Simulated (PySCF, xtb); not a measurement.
Si(OMe)(SiH3) (CH6OSi2), SMILES CO[Si][SiH3] (connectivity only; charge and spin as stated), neutral, multiplicity 1.

GFN2-xTB (xtb) at its own geometry gives an orbital gap of 1.94 eV and a dipole moment of 2.67 D.

Geometry optimised at B3LYP-D3(BJ)/def2-SVP. The structure was generated by enumeration; whether it is a known compound was not checked. The values are those of a single conformer.

### Question
What does PBE/def2-TZVP in PySCF give? (Estimate from the structure and the level; the computed values follow.)

### Answer
gap 1.82 eV (levels -5.04 and -3.22 eV), dipole 1.91 D.
